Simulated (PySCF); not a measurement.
The Br–F bond energy of BrF₅

Computed with PBE0/[Br def2-SVP, F def2-SVP], no relativity, density fitting, PySCF.

Each entry is the lowest minimum that a search over a few typed start shapes (and spin states, where more than one is plausible) found, or that minimum re-optimised at the stated level; isomers with ligand–ligand bonds, or fragments after loss of a ligand pair, can lie lower.

Total energies (Eh), which compare only within these settings: F atom -99.54905.

```
species  2S+1  group       E (Eh)  ZPE (kJ/mol)
   BrF₄     2    C4v  -2971.95599          21.5
   BrF₅     1    C4v  -3071.59121          32.8
```

(1) What are De and D0 for BrF₅ → BrF₄ + F?

Results:

(1) De = [(-2971.95599) + (-99.54905) − (-3071.59121)] × 2625.5 = 226 kJ/mol. The zero-point energy changes by -11.3 kJ/mol, so D0 = 215 kJ/mol.

Atoms and open shells are unrestricted, without spin–orbit or basis-set superposition corrections.
